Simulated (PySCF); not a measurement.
Computed shifts of a molecule C₂H₉NOSi, B3LYP/pcSseg-1 (PySCF), GIAO, gas phase, atoms alike by connectivity averaged where their shifts nearly agree, in ppm (number of nuclei): ²⁹Si: -17.6 (1). ¹³C: 54.4 (1), 0.0 (1). ¹⁵N: 29.5 (1). ¹H: 4.79 (1), 3.91 (3), 1.27 (1), 0.61 (1), 0.43 (3). References: ²⁹Si against TMS (σ = 338.7 ppm); ¹³C against TMS (σ = 181.3 ppm); ¹⁵N against NH3 (σ = 265.5 ppm); ¹⁷O against H2O (σ = 333.8 ppm); ¹H against TMS (σ = 31.68 ppm), references at their B3LYP-D3(BJ)/def2-TZVP geometries, non-relativistic. Geometry: B3LYP-D3(BJ)/def2-SVP. Other conformers were not sampled.

Q: Which molecule gave these data?
(A) C[Si@H](O)CN
(B) CC[Si@@H](N)O
(C) CO[SiH](C)N
(D) CNC[SiH2]O

A: C, CO[SiH](C)N
